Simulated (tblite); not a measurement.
Run record: tight-binding relaxation, `C#CPCCCPC`.

Computed with GFN2-xTB geometry optimisation, gas phase (tblite 0.8.0). Start geometry: from a force field or distance geometry. A driver script takes a list of jobs; this job's settings line and coordinates (Å) are shown.

Command:
```bash
OMP_NUM_THREADS=1 python probes_run.py task.json out
```

Input:
```
{"job": {"kind": "relax", "xc": "GFN2-xTB", "basis": "xTB"}, "charge": 0, "multiplicity": 1}
C      1.508400     1.971300    -2.058400
C      1.949100     1.434300    -1.091400
P      2.629800     0.584300     0.401700
C      1.762200    -1.056300     0.451100
C      0.563100    -1.097000     1.356700
C     -0.521800    -0.123200     0.953700
P     -1.164800    -0.426100    -0.756100
C     -2.777700     0.439500    -0.914800
H      1.090000     2.441900    -2.909700
H      2.132700     1.323200     1.563400
H      2.499000    -1.815000     0.836500
H      1.507600    -1.400900    -0.575000
H      0.184600    -2.150400     1.399800
H      0.891100    -0.853900     2.380900
H     -0.193800     0.947600     1.044600
H     -1.386500    -0.253100     1.674500
H     -1.333900    -1.831500    -1.002800
H     -2.636000     1.519700    -0.681800
H     -3.234700     0.320000    -1.910000
H     -3.473300     0.036300    -0.165700
```

Output:
```
step      E/eV     max force
  0    -649.35370    3.353
  1    -649.63499    5.264
  2    -649.93963    2.555
  3    -650.12211    0.962
  4    -650.26067    0.796
  5    -650.32218    0.808
  6    -650.38026    0.708
  7    -650.40951    0.422
  8    -650.43123    0.411
  9    -650.44728    0.352
... (89 lines left out)
 99    -650.55274    0.026
100    -650.55287    0.026
101    -650.55298    0.022
102    -650.55305    0.017
103    -650.55309    0.016
104    -650.55312    0.015
105    -650.55315    0.016
106    -650.55317    0.021
107    -650.55319    0.013
108    -650.55321    0.009
```

«max force» is the largest atomic force in eV/Å.

Question: From which step on does the largest force stay under 0.1 eV/Å, and how much energy is left to gain from there?

Answer: From step 39 (0.091 eV/Å), 25.3 meV above the end.

In short: energy lowered by 27.7 kcal/mol over 108 steps; largest atomic force 0.009 eV/Å at the end.
Labels such as C1 count atoms from 1, the log's own numbers from 0.
